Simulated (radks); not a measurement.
Values are calculated unless marked as measured or tabulated.
Q: Neutral arsenic, 33 electrons, occupied as [Ar] 3d10 4s2 4p2 7d1 (not the ground configuration). Level of theory: scalar-relativistic Kohn-Sham, PBEsol, spin-polarised, spherical densities, finite nucleus; open shells are filled with parallel spins first; Fermi nuclear charge, rms radius 4.0968 fm (a radial shooting solver on a logarithmic mesh with Libxc functionals). Some entries of the table are withheld. Estimate them.

orbital,occ.,eigenvalue (hartree),<r^2> (bohr^2)
1s up,1,-430.6536,0.002789
1s down,1,-430.6502,0.002789
2s up,1,-54.91249,0.04855
2s down,1,-54.91088,0.04855
2p up,3,-48.20509,0.03850
2p down,3,-48.20207,0.03850
3s up,1,-7.29915,0.4134
3s down,1,-7.29503,0.4131
3p up,3,-5.22549,(1)
3p down,3,-5.22063,(2)
3d up,5,-1.81516,(3)
3d down,5,-1.80701,(4)
4s up,1,-0.85050,4.021
4s down,1,-0.78074,3.998
4p up,2,(5),6.057
7d up,1,-0.01357,1638

A: 
(1) 3p up <r^2> (bohr^2): 0.4486
(2) 3p down <r^2> (bohr^2): 0.4478
(3) 3d up <r^2> (bohr^2): 0.5844
(4) 3d down <r^2> (bohr^2): 0.5757
(5) 4p up eigenvalue (hartree): -0.48271
